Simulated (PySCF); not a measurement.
Work out the structure from these simulated measurements.

Elements present: C, Cl, H and Si. Monoisotopic mass: 153.9857 u.

- UV, first state: lowest singlet excitation: 7.03 eV (176 nm, f = 0.090) [TDDFT B3LYP/def2-SVPD]
- NMR, other nuclei: isotropic shieldings of nuclei other than C and H, by class: 364 (1 Si), 396 (1 Si), 424 (1 Si), 989 (1 Cl) ppm [GIAO PBE0/pcSseg-1]
- 13C NMR: chemical shifts (computed TMS as zero) by class: 1.0 (1 C), -11.2 (1 C) ppm [GIAO PBE0/pcSseg-1]
- Triplet: lowest triplet excitation (Tamm–Dancoff): 6.74 eV [TDA B3LYP/def2-SVPD]
- Rotational structure: rotational constants A, B, C: 3.081, 0.489, 0.442 GHz [GFN2-xTB]
- Polarisability: 119.2 au [B3LYP/def2-SVPD]
- Dipole: 1.99 D [B3LYP/def2-SVPD]
- 1H NMR: chemical shifts (computed TMS as zero) by class: 5.14 (2 H), 4.26 (2 H), 4.01 (3 H), 0.42 (2 H), -0.14 (2 H) ppm [GIAO PBE0/pcSseg-1]

The electronic properties come from PySCF, for the isolated species, density fitting. Levels stand in brackets. Geometry: GFN2-xTB, one conformer, isolated molecule. NMR values are class means; diastereotopic atoms form classes of their own.

Task: Which formula fits the mass and the elements?

Result: C2H11ClSi3 (calculated 153.9857). No other formula that holds each of these elements comes within 0.0003 u with a fitting electron parity and a possible valence count.

Task: What is the compound? Reason from the data.

Result: Numbering: `[SiH3:1][CH2:2][SiH2:3][CH2:4][SiH2:5][Cl:6]`. Its formula, C2H11ClSi3, gives 0 degrees of unsaturation, so no ring and no π bond. 2 carbons fall into 2 classes; from least to most shielded: sp3 carbon bound to silicon [C4] (1.0 ppm), sp3 carbon bound to silicon [C2] (-11.2 ppm). Hydrogen classes from least to most shielded: 2 H on a chlorine-bound silicon, Si5 (5.14 ppm), 2 H on an SiH2 silicon, Si3 (4.26 ppm), 3 H on an SiH3 silicon, Si1 (4.01 ppm), 2 H on an sp3 carbon bound to silicon, C4 (0.42 ppm), 2 H on an sp3 carbon bound to silicon, C2 (-0.14 ppm). The other shieldings belong to: 364 ppm, chlorine-bound silicon [Si5]; 396 ppm, SiH2 silicon [Si3]; 424 ppm, SiH3 silicon [Si1]; 989 ppm, silicon-bound chlorine [Cl6]. The optimised geometry has point group C1 and is an asymmetric top. Structure: `C([SiH2]C[SiH2]Cl)[SiH3]`. The assignments are read from this structure; whether some other isomer fits the data as well wasn't checked.

The values belong to the conformer `[SiH3:1][CH2:2][SiH2:3][CH2:4][SiH2:5][Cl:6]`: Si1–C2–Si3–C4 65°, C2–Si3–C4–Si5 -171°, Si3–C4–Si5–Cl6 180°.
